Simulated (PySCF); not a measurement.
Ligands exchanged one at a time, Si OH-SH. Isolated molecules, 0 K electronic values unless said otherwise. One relaxed conformer stands for each flexible species; it need not be the lowest. Strings in code marks are SMILES.

The HOMO from two functionals at the same geometries (ωB97X-D3(BJ)/def2-TZVP), both in PySCF: PBE-D3(BJ)/def2-TZVP and ωB97X-D3(BJ)/def2-TZVP. 

| species | PBE-D3(BJ)/def2-TZVP (eV) | ωB97X-D3(BJ)/def2-TZVP (eV) |
|---|---|---|
| 0 of 4 OH replaced by SH (`O[Si](O)(O)O`) | -7.32 | -11.72 |
| 1 of 4 OH replaced by SH (`[Si](O)(O)(O)S`) | -6.30 | -10.06 |
| 2 of 4 OH replaced by SH (`O[Si](O)(S)S`) | -6.11 | -9.75 |
| 4 of 4 OH replaced by SH (`S[Si](S)(S)S`) | -6.38 | -10.01 |

Over these rows, drawn at random from the members with no instability flagged (it was tested for open shells, ions and some series alone), PBE minus ωB97X-D3(BJ): mean +3.86 eV, from +3.63 eV to +4.40 eV.
